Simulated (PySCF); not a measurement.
## J couplings in GeH2Me(OtBu)

Geometry:
| atom | x (Å) | y (Å) | z (Å) |
| --- | --- | --- | --- |
| Ge1 | 0.374 | 1.841 | 0.203 |
| H2 | 0.398 | 1.941 | 1.746 |
| H3 | 1.823 | 1.892 | -0.332 |
| C4 | -0.735 | 3.216 | -0.591 |
| H5 | -0.371 | 4.215 | -0.312 |
| H6 | -1.772 | 3.105 | -0.243 |
| H7 | -0.719 | 3.124 | -1.686 |
| O8 | -0.419 | 0.324 | -0.308 |
| C9 | -0.026 | -1.001 | 0.019 |
| C10 | -0.108 | -1.225 | 1.528 |
| C11 | -1.027 | -1.898 | -0.700 |
| C12 | 1.388 | -1.280 | -0.487 |
| H13 | 0.107 | -2.273 | 1.784 |
| H14 | 0.617 | -0.594 | 2.067 |
| H15 | -1.116 | -0.976 | 1.893 |
| H16 | -2.046 | -1.675 | -0.352 |
| H17 | -0.815 | -2.962 | -0.519 |
| H18 | -0.989 | -1.708 | -1.783 |
| H19 | 2.130 | -0.652 | 0.031 |
| H20 | 1.453 | -1.067 | -1.565 |
| H21 | 1.668 | -2.331 | -0.321 |

Indirect spin–spin couplings were computed at PBE/pcJ-1 (pcSseg-1 on Ge) (without the spin–dipole term) (PySCF 2.14.0 with density-fitted response routines) on a PBE0-D3(BJ)/def2-SVP structure, for the isolated molecule, without vibrational or relativistic corrections. Couplings are averaged over pairs made equivalent by symmetry, fast rotation or ring inversion, so a value needn't be that of the named pair in this geometry, while other rotamers aren't included; one pair stands for each set, and the list holds those of at least 1.5 Hz over up to four bonds, among pairs with at least one H or C atom (others weren't computed).

Isotopes: 13C, 1H, 17O. Couplings to quadrupolar nuclei such as 17O and 33S are rarely resolved in practice.

```csv
pair,bonds,J (Hz)
"C4, H5",1,125.5
"O8, C9",1,26.1
"C9, C10",1,?
"C10, H13",1,?
"H2, H3",2,25.6
"H2, C4",2,10.2
"C4, O8",2,-7.7
"H5, H6",2,-11.7
"O8, C10",2,?
"C9, H13",2,-2.7
"C10, C11",2,?
"H13, H14",2,-11.9
"H2, H5",3,1.9
"C4, C9",3,1.8
"H5, O8",3,?
"O8, H13",3,-3.4
"C10, H16",3,4.2
```

Estimate the withheld couplings, with signs.

Results:


- 1J(C9,C10) = 33.8 Hz (mean over equivalent pairs that range from 32.6 to 36.0 Hz in this conformer)
- 1J(C10,H13) = 120.9 Hz (bond length 1.100 Å)
- 2J(O8,C10) = -4.2 Hz (mean over equivalent pairs that range from -12.0 to -0.2 Hz in this conformer)
- 2J(C10,C11) = 4.2 Hz
- 3J(H5,O8) = -2.2 Hz (mean over equivalent pairs that range from -7.3 to 0.5 Hz in this conformer)

Relativistic effects of the heavier atoms present are left out.
